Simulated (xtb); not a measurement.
MoOCl4, SMILES [O]=[Mo]([Cl])([Cl])([Cl])[Cl], multiplicity 1. All values are semi-empirical tight-binding results from xtb (GFN2-xTB unless named), good for trends rather than for accurate numbers. Geometry optimised at GFN2-xTB. The spin state was assumed, not searched. The isomer is the one that the SMILES or the coordinates give; other isomers of the formula were not compared.

Optimised geometry:

Bond lengths (Å): Mo1–O2 1.629, Mo1–Cl3 2.214, Mo1–Cl4 2.240, Mo1–Cl5 2.240, Mo1–Cl6 2.240. Bond angles (°): O2–Mo1–Cl3 180.0, O2–Mo1–Cl4 92.8, O2–Mo1–Cl5 92.8, O2–Mo1–Cl6 92.8, Cl3–Mo1–Cl4 87.2, Cl3–Mo1–Cl5 87.2, Cl3–Mo1–Cl6 87.2, Cl4–Mo1–Cl5 119.8, Cl4–Mo1–Cl6 119.8, Cl5–Mo1–Cl6 119.8.

For metal compounds this method's bond lengths and energies can be far off.

### Question
Estimate the properties. (Estimate from the structure and the level; the computed values follow.)

### Answer

The point group as xtb finds it comes out as C3v and the orbital gap comes out as 3.16 eV. The zero-point energy is 4.7 kcal/mol and the G − E(el) at 298.15 K (modified RRHO) is -17.5 kcal/mol.

### Question
Give the atomic charges and the Wiberg bond orders between heavy atoms. (Estimate from the structure and the level; the computed values follow.)

### Answer
charges (e) Mo1 0.93, O2 -0.47, Cl3 -0.27, Cl4 -0.06, Cl5 -0.06, Cl6 -0.06. Bond orders Mo1–O2 2.02, Mo1–Cl3 1.04, Mo1–Cl4 1.29, Mo1–Cl5 1.29, Mo1–Cl6 1.29.
